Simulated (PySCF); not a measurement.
Gas-phase reaction: 2 Sb + 3 HBr → SbBr3 + SbH3

Method: PySCF energies plus ideal-gas RRHO corrections (1 bar). † marks an energy on the PBE0/def2-TZVP geometry and frequencies; other levels use their own. MP2 and CCSD(T) freeze the core. Open shells (unrestricted): Sb (multiplicity 4); the rest are closed-shell singlets. Sb: scalar-relativistic def2 core potential, no spin-orbit coupling. Br: all electrons, no relativistic terms. MP2 isn't extrapolated to the basis-set limit. CCSD(T) isn't extrapolated to the basis-set limit.

```json
[
 {"level": "CCSD(T)/def2-SVP†", "ΔH°(298 K), kJ": "?"},
 {"level": "MP2/def2-TZVPP†", "ΔH°(298 K), kJ": "?"},
 {"level": "PBE/def2-SVP", "ΔH°(298 K), kJ": "?"},
 {"level": "PBE/def2-TZVP†", "ΔH°(298 K), kJ": "-525"},
 {"level": "PBE0/def2-QZVP†", "ΔH°(298 K), kJ": "-487"},
 {"level": "PBE0/def2-SVP†", "ΔH°(298 K), kJ": "?"},
 {"level": "PBE0/def2-TZVP", "ΔH°(298 K), kJ": "-484"},
 {"level": "r2SCAN/def2-TZVP†", "ΔH°(298 K), kJ": "-498"},
 {"level": "LDA/def2-TZVP†", "ΔH°(298 K), kJ": "-661"},
 {"level": "ωB97M-V/def2-TZVP†", "ΔH°(298 K), kJ": "-481"}
]
```

Question: What belongs in the gaps?

Answer: 
- CCSD(T)/def2-SVP†, ΔH°(298 K), kJ: -316
- MP2/def2-TZVPP†, ΔH°(298 K), kJ: -412
- PBE/def2-SVP, ΔH°(298 K), kJ: -505
- PBE0/def2-SVP†, ΔH°(298 K), kJ: -451
